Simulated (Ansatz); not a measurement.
Gas-phase electronic energies from Ansatz, PBE0-D4/def2-TZVP geometries. CCSD(T)/CBS is the MP2 limit (def2-TZVPP, def2-QZVPP) plus CCSD(T) − MP2 in def2-TZVPP, frozen cores. For Ge outer-core shells are correlated without core-valence functions, which leaves a few kJ/mol of doubt a bond. Scalar relativity is left out up to krypton. One conformer a species, not always the lowest.

`[NH2][GeH2][Si](N)(F)F` + `FCS[SiH3]` → `[NH2][GeH2][S]CF` + `N[Si](F)(F)[SiH3]`  (redistribution)

```tsv
species	CCSD(T)/CBS(def2) energy (Eh)
`[NH2][GeH2][Si](N)(F)F`	-2677.98546
`FCS[SiH3]`	-827.70796
`[NH2][GeH2][S]CF`	-2670.06759
`N[Si](F)(F)[SiH3]`	-835.62453
```

(1) Work out ΔE.

Largest T1 diagnostic among the species: 0.012.

## Answers

(1) ΔE = (-2670.06759) + (-835.62453) − (-2677.98546) − (-827.70796) = 0.00130 Eh = +3.4 kJ/mol.
